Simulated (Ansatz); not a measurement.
A run on CH5SeSi (`C[Se][SiH2]`) radical with other settings.

```yaml
crystal:
  periodic: [false, false, false]
  atoms:
    - {symbol: C, position_ang: [-0.966378, 0.921533, -0.493986]}
    - {symbol: Se, position_ang: [0.956015, 0.931426, 0.784195]}
    - {symbol: Si, position_ang: [1.292521, -1.282451, -0.000484]}
    - {symbol: H, position_ang: [-1.656278, 0.220721, -0.312476]}
    - {symbol: H, position_ang: [-0.476381, 1.147802, -1.355788]}
    - {symbol: H, position_ang: [-1.202213, 1.939827, -0.047412]}
    - {symbol: H, position_ang: [2.494510, -2.033793, 0.864381]}
    - {symbol: H, position_ang: [0.033512, -2.341258, 0.236771]}
basis:
  gaussian: {orbitals: ANO-RCC-VTZP, final_grid: {core_spheres: 8, valence_spheres: 7, degree: 23}}
total_charge: -1
hamiltonian: {xc: {name: rPW86-PBE}}
accuracy: high
output: {forces: true}
```

```sh
$ ansatz run in.yaml --threads 4 --pin off --events-out ev --progress --plain --max-ram 10444MiB
```

Output, abridged:

```
Functional definition: rPW86-PBE
3307 factors; integrals over basis functions are off by at most 4.3e-9 eV
mean field evaluation 1: about -75162.3995 eV, gradient 5.7e1 eV
mean field evaluation 2: about -75133.2850 eV, gradient 1.0e2 eV
mean field evaluation 4: about -75170.5048 eV, gradient 1.3e1 eV
mean field evaluation 8: about -75171.1754 eV, gradient 5.0e-1 eV
mean field evaluation 16: about -75171.1763 eV, gradient 9.0e-5 eV
mean field -75171.17628030 eV, -2762.4897754477 hartree, gradient 1.6e-8 eV, S^2 0.000000; 1 other end points of the search recorded, 0 dependent functions left out
reference -75171.17629425 eV, -2762.4897759604 hartree; 30, 30 occupied and 147, 147 virtual orbitals, 3307 factors
Total energy: -75171.17629425 eV, -2762.4897759604 hartree
Relativity: scalar
Atom 0 at    -0.966378     0.921533    -0.493986 Å, force     2.998417     5.075885     3.397528 eV/Å
Atom 1 at     0.956015     0.931426     0.784195 Å, force    -1.686046    -0.262760     0.114024 eV/Å
Atom 2 at     1.292521    -1.282451    -0.000484 Å, force     0.715482    -1.964440    -1.315316 eV/Å
Atom 3 at    -1.656278     0.220721    -0.312476 Å, force    -2.026972    -2.890962     0.486276 eV/Å
Atom 4 at    -0.476381     1.147802    -1.355788 Å, force     0.848895    -0.348946    -2.818604 eV/Å
Atom 5 at    -1.202213     1.939827    -0.047412 Å, force    -0.473407    -1.139710    -0.447176 eV/Å
Atom 6 at     2.494510    -2.033793     0.864381 Å, force    -1.017993     0.719839    -0.100338 eV/Å
Atom 7 at     0.033512    -2.341258     0.236771 Å, force     0.641624     0.811094     0.683605 eV/Å
Dipole moment:    -0.383443     1.014412     0.102726 e Å
```

Hardware: 4 threads of an Arm Neoverse V1 on a shared host. Wall time 100 s, peak host memory 0.89 GiB.
